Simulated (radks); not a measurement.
Spherical quantum dot in the effective-mass picture: electrons in a parabolic well V = omega^2 r^2 / 2 with omega = 4.58, with a point charge +1 (a donor) at the centre, all in effective atomic units (hartree* = m*/eps^2 hartree, bohr* = eps/m* bohr), one dielectric constant everywhere. Method: non-relativistic Kohn-Sham, exchange-only LDA, spin-polarised, spherical densities; computed with a radial shooting solver with Libxc functionals. Levels are named by radial order and angular momentum (1s, 1p, 1d, 2s, ...), and open shells are averaged over m. Each electron was tried in the lowest free levels, single moves between levels near the top were tried too, and the lowest total energy was kept; such a search can miss a lower state. At N = 1 the Hartree and exchange-correlation terms need not cancel, so that row can carry a self-interaction error.

N	open shells	2S	E (hartree*)	mu = E(N) - E(N-1) (hartree*)	addition energy mu(N+1) - mu(N) (hartree*)	e(HOMO) (hartree*)
1	1s(up 1, down 0)	1	4.42324	4.4232	1.859	5.1014
2	none	0	10.7058	6.2825	6.241	6.9181
3	1p(up 1, down 0)	1	23.2295	12.524	1.081	13.055
4	1p(up 2, down 0)	2	36.8346	13.605	1.110	14.158
5	1p(up 3, down 0)	3	51.5497	14.715	1.497	15.272
6	1p(up 3, down 1)	2	67.7618	16.212	1.015	16.711
7	1p(up 3, down 2)	1	84.9893	17.228	1.045	17.748
8	none	0	103.262	18.273	4.652	18.798
9	2s(up 1, down 0)	1	126.187	22.925	1.076	23.398
10	none	0	150.189	24.001	1.119	24.469
11	1d(up 1, down 0)	1	175.309	25.121	0.8907	25.566
12	1d(up 2, down 0)	2	201.321	26.011	0.8906	26.457
13	1d(up 3, down 0)	3	228.222	26.902	0.8661	27.347
14	1d(up 5, down 0) 2s(up 1, down 0)	6	255.990	27.768	0.9295	28.199
15	1d(up 5, down 0)	5	284.688	28.697	1.129	29.142
16	1d(up 5, down 1)	4	314.514	29.826	0.8470	30.249
17	1d(up 5, down 2)	3	345.187	30.673	0.8478	31.097
18	1d(up 5, down 3)	2	376.708	31.521	0.8466	31.945
19	1d(up 5, down 4)	1	409.076	32.368	0.8440	32.790
20	none	0	442.287	33.212	4.256	33.633
21	1f(up 1, down 0)	1	479.755	37.467	0.7648	37.850
22	1f(up 2, down 0)	2	517.987	38.232	0.7636	38.614
23	1f(up 3, down 0)	3	556.982	38.996	0.7617	39.377
24	1f(up 4, down 0)	4	596.740	39.757	0.7595	40.137
25	1f(up 5, down 0)	5	637.256	40.517	0.7570	40.896
26	1f(up 6, down 0)	6	678.530	41.274	0.7542	41.651
27	1f(up 7, down 0)	7	720.558	42.028	0.9863	42.404
28	1f(up 7, down 1)	6	763.573	43.014	0.7324	43.381
29	1f(up 7, down 2)	5	807.319	43.747	0.7317	44.113
30	1f(up 7, down 3)	4	851.798	44.478	0.7304	44.844
31	1f(up 7, down 4)	3	897.006	45.209	0.7286	45.573
32	1f(up 7, down 5)	2	942.944	45.937	0.7266	46.301
33	1f(up 7, down 6)	1	989.608	46.664	0.7244	47.027
34	none	0	1037.00	47.388	0.9278	47.750
35	2p(up 1, down 0)	1	1085.31	48.316	0.7390	48.686
36	2p(up 2, down 0)	2	1134.37	49.055	0.7380	49.424
37	2p(up 3, down 0)	3	1184.16	49.793	0.8490	50.162
38	2p(up 3, down 1)	2	1234.80	50.642	-	51.006

All shells are closed at N = 2, 8, 10, 20, 34 (there: 1s2 1p6 1d10 2s2 1f14); the second difference of the energy has clear peaks (12 % above both neighbours; the first and last values, which can be the largest, are not judged, and half-filled shells can peak too) at N = 2, 5, 8, 15, 20, 27, 34.
